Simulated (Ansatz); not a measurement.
Consider the hydrogenolysis of the Si–N bond: `N[Si@H](F)N[Si@@H](N)Cl` + H₂ → `N[SiH2]F` + `N[SiH](N)Cl`.

Calculated with Ansatz (gas phase, PBE0-D4/def2-TZVP geometries, no zero-point term in ΔE). CCSD(T)/CBS is the MP2 limit (def2-TZVPP, def2-QZVPP) plus CCSD(T) − MP2 in def2-TZVPP, frozen cores. This one scheme is used for every species. Functionals use def2-TZVPP. Each species was taken in one conformer, which may not be the lowest.

`N[Si@H](F)N[Si@@H](N)Cl`:

Cartesian coordinates in Å:
```
N -1.771 -1.318 1.657
Si -1.203 -0.164 0.543
F -2.343 -0.088 -0.579
N 0.295 -0.720 -0.071
Si 1.602 0.190 -0.694
N 0.975 1.511 -1.552
Cl 2.812 1.029 0.753
H -2.753 -1.366 1.877
H -1.204 -1.593 2.442
H -1.028 1.228 1.005
H 0.411 -1.724 -0.084
H 2.481 -0.762 -1.413
H 1.477 2.377 -1.646
H 0.249 1.399 -2.240
```

H₂:

```xyz
2

H    -0.054   -0.084   -0.359
H     0.054    0.084    0.359
```

`N[SiH2]F`:

```xyz
7

N    -0.938   -0.149    0.443
Si    0.625    0.105   -0.164
F     0.738    0.050   -1.764
H    -1.641    0.571    0.422
H    -1.344   -1.068    0.500
H     1.501   -0.974    0.340
H     1.059    1.465    0.224
```

`N[SiH](N)Cl`:

Z-matrix (Å, degrees):
```
Si
N 1 1.697
Cl 1 2.073 2 116.7
N 1 1.699 2 107.9 3 116.3
H 1 1.482 2 105.8 3 -115.6
H 2 1.007 1 120.2 3 82.6
H 2 1.008 1 120.5 3 -65.1
H 4 1.005 1 121.2 2 -154.5
H 4 1.006 1 120.9 2 52.5
```

```tsv
level	ΔE (kJ/mol)
r2SCAN	58.1
MP2/def2-TZVPP	63.7
SCS-MP2/def2-TZVPP	57.4
HF/def2-QZVPP	39.8
```

(1) What does CCSD(T)/CBS give? (Best estimate.)

Largest T1 diagnostic among the species: 0.011.

Results:

(1) The calculation gave: +59.3 kJ/mol. The listed levels differ from it by -1.2, 4.4, -1.9, -19.5 kJ/mol.

The D4 term adds +18.1 kJ/mol with B3LYP and +10.4 kJ/mol with PBE0; it sums over pairs of atoms, weighted by their polarisabilities, and B3LYP, whose exchange is more repulsive, gets the larger term. In def2-TZVPP, CCSD(T) changes the Hartree–Fock value by +19.0 kJ/mol (the triples alone add +4.1 kJ/mol) and MP2 by +24.2 kJ/mol.

B3LYP here is the variant with VWN-RPA as its local correlation; programs differ in this.
